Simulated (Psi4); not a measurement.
GeI4, singlet, geometry from GFN2-xTB (all electrons, no relativity), with bond 1-2 at 2.2 times its length; HF/STO-3G (Psi4).

Input for Psi4:
```
memory 2 GB

molecule mol {
0 1
I    -2.062230    4.963878   -1.687889
Ge   -0.000000   -0.000000    0.000000
I    -1.748439   -1.829210   -0.393937
I     0.567732    0.115212    2.494522
I     2.118083   -0.542311   -1.333362
}

set {
  basis sto-3g
  reference rhf
  scf_type pk
  stability_analysis check
}

energy('scf')
print_variables()
```

The log (banner, timings and long lists left out):

```
   => Loading Basis Set <=

    Name: STO-3G
    Role: ORBITAL
    Keyword: BASIS

         ---------------------------------------------------------
                                   SCF
               by Justin Turney, Rob Parrish, Andy Simmonett
                          and Daniel G. A. Smith
                              RHF Reference
         ---------------------------------------------------------

  ==> Geometry <==

    Molecular point group: c1
    Full point group: C1

    Geometry (in Angstrom), charge = 0, multiplicity = 1:

       Center              X                  Y                   Z               Mass
    ------------   -----------------  -----------------  -----------------  -----------------
         I           -1.816762392857     4.373027557537    -1.486979655322   126.904471900000
         GE           0.245467607143    -0.590850442463     0.200909344678    73.921177761000
         I           -1.502971392857    -2.420060442463    -0.193027655322   126.904471900000
         I            0.813199607143    -0.475638442463     2.695431344678   126.904471900000
         I            2.363550607143    -1.133161442463    -1.132452655322   126.904471900000

  Running in c1 symmetry.

  Rotational constants: A =      0.00760  B =      0.00327  C =      0.00327 [cm^-1]
  Rotational constants: A =    227.71137  B =     98.06014  C =     98.06014 [MHz]
  Nuclear repulsion = 2921.208440924863226

  Charge       = 0
  Multiplicity = 1
  Electrons    = 244
  Nalpha       = 122
  Nbeta        = 122

  ==> Algorithm <==

  SCF Algorithm Type is PK.
  DIIS enabled.
  MOM disabled.
  Fractional occupation disabled.
  Guess Type is SAD.
  Energy threshold   = 1.00e-06
  Density threshold  = 1.00e-06
  Integral threshold = 1.00e-12

  ==> Primary Basis <==

  Basis Set: STO-3G
    Blend: STO-3G
    Number of shells: 52
    Number of basis functions: 126
    Number of Cartesian functions: 135
    Spherical Harmonics?: true
    Max angular momentum: 2

  ==> Integral Setup <==

  Using in-core PK algorithm.
   Calculation information:
      Number of atoms:                   5
      Number of AO shells:              52
      Number of primitives:            156
      Number of atomic orbitals:       135
      Number of basis functions:       126

      Integral cutoff                 1.00e-12
      Number of threads:                 1

  Performing in-core PK
  Using 64024002 doubles for integral storage.
  We computed 166581 shell quartets total.
  Whereas there are 950131 unique shell quartets.

  ==> DiskJK: Disk-Based J/K Matrices <==

    J tasked:                  Yes
    K tasked:                  Yes
    wK tasked:                  No
    Schwarz Cutoff:          1E-12

  Minimum eigenvalue in the overlap matrix is 3.2299834187E-01.
  Reciprocal condition number of the overlap matrix is 1.8183185467E-01.
    Using symmetric orthogonalization.

  ==> Pre-Iterations <==

  SCF Guess: Superposition of Atomic Densities via on-the-fly atomic UHF (no occupation information).

   -------------------------
    Irrep   Nso     Nmo
   -------------------------
     A        126     126
   -------------------------
    Total     126     126
   -------------------------

  ==> Iterations <==

                        Total Energy        Delta E     RMS |[F,P]|

   @RHF iter SAD: -29447.35921236502327   -2.94474e+04   0.00000e+00
   @RHF iter   1: -29454.27113331442160   -6.91192e+00   3.92951e-03 ADIIS/DIIS
   @RHF iter   2: -29454.30947990437562   -3.83466e-02   5.47543e-04 ADIIS/DIIS
   @RHF iter   3: -29454.36934865469084   -5.98688e-02   1.72032e-03 ADIIS/DIIS
   @RHF iter   4: -29454.40210166232646   -3.27530e-02   1.15995e-03 ADIIS/DIIS
   @RHF iter   5: -29454.41893976447318   -1.68381e-02   7.15545e-04 ADIIS/DIIS
   @RHF iter   6: -29454.29216138857009    1.26778e-01   1.08037e-03 ADIIS/DIIS
   @RHF iter   7: -29454.29142683430837    7.34554e-04   1.10067e-03 ADIIS/DIIS
[...]
   @RHF iter  59: -29454.50041454376333   -2.75890e-05   8.04846e-05 DIIS
   @RHF iter  60: -29454.50052973156562   -1.15188e-04   6.50628e-05 DIIS
   @RHF iter  61: -29454.50035718152503    1.72550e-04   8.98852e-05 DIIS
   @RHF iter  62: -29454.50047949619329   -1.22315e-04   7.18103e-05 DIIS
   @RHF iter  63: -29454.50047642590653    3.07029e-06   7.22150e-05 DIIS
   @RHF iter  64: -29454.50070829367178   -2.31868e-04   1.69050e-05 DIIS
   @RHF iter  65: -29454.50071269426553   -4.40059e-06   9.00886e-06 DIIS
   @RHF iter  66: -29454.50051902667474    1.93668e-04   6.29178e-05 DIIS
   @RHF iter  67: -29454.50068671722329   -1.67691e-04   2.12144e-05 DIIS
   @RHF iter  68: -29454.50059027891621    9.64383e-05   4.91765e-05 DIIS
   @RHF iter  69: -29454.50063929880343   -4.90199e-05   3.70907e-05 DIIS
   @RHF iter  70: -29454.50067871599458   -3.94172e-05   2.33977e-05 DIIS
   @RHF iter  71: -29454.50069711844480   -1.84025e-05   1.28709e-05 DIIS
   @RHF iter  72: -29454.50069436425474    2.75419e-06   1.45654e-05 DIIS
   @RHF iter  73: -29454.50069768819230   -3.32394e-06   1.18359e-05 DIIS
   @RHF iter  74: -29454.50070261824294   -4.93005e-06   4.93016e-06 DIIS
   @RHF iter  75: -29454.50070354192576   -9.23683e-07   2.10785e-06 DIIS
   @RHF iter  76: -29454.50070342179242    1.20133e-07   2.53518e-06 DIIS
   @RHF iter  77: -29454.50070371153197   -2.89740e-07   6.24474e-07 DIIS
  Energy and wave function converged.

	Presorting SO-basis two-electron integrals.
	Sorting File: SO Ints (nn|nn) nbuckets = 1
	Constructing frozen core operators
	Starting first half-transformation.
	Sorting half-transformed integrals.
	First half integral transformation complete.
	Starting second half-transformation.
	Two-electron integral transformation complete.
	Starting first half-transformation.
	Sorting half-transformed integrals.
	First half integral transformation complete.
	Starting second half-transformation.
	Two-electron integral transformation complete.
    Lowest singlet (RHF->RHF) stability eigenvalues:
       A -0.000101        A 0.000002         A 0.113463         A 0.113466
       A 0.113932

    Lowest triplet (RHF->UHF) stability eigenvalues:
       A -0.263459        A -0.042629        A -0.042526        A 0.081181
       A 0.081182

  ==> Post-Iterations <==

    Orbital Energies [Eh]
    ---------------------

    Doubly Occupied:

[...]
    Virtual:

[...]
     126A      0.232795

    Final Occupation by Irrep:
              A
    DOCC [   122 ]
    NA   [   122 ]
    NB   [   122 ]

  @RHF Final Energy: -29454.50070371153197

   => Energetics <=

    Nuclear Repulsion Energy =           2921.2084409248632255
    One-Electron Energy =              -46481.5860520020432887
    Two-Electron Energy =               14105.8769073656458204
    Total Energy =                     -29454.5007037115356070

Computation Completed

Properties will be evaluated at   0.000000,   0.000000,   0.000000 [a0]

Properties computed using the SCF density matrix

 Multipole Moments:

 ------------------------------------------------------------------------------------
     Multipole            Electronic (a.u.)      Nuclear  (a.u.)        Total (a.u.)
 ------------------------------------------------------------------------------------

 L = 1.  Multiply by 2.5417464519 to convert [e a0] to [Debye]
 Dipole X            :          0.2058207            0.5231407            0.7289614
 Dipole Y            :         -0.4943148           -1.2592208           -1.7535357
 Dipole Z            :          0.1683439            0.4281781            0.5965220
 Magnitude           :                                                    1.9905051

 ------------------------------------------------------------------------------------

  Variable Map:
  ----------------------------------------------------------------------------
[...]
  Array Variable Map:
  ----------------------------------------------------------------------------
[...]
[...]
```
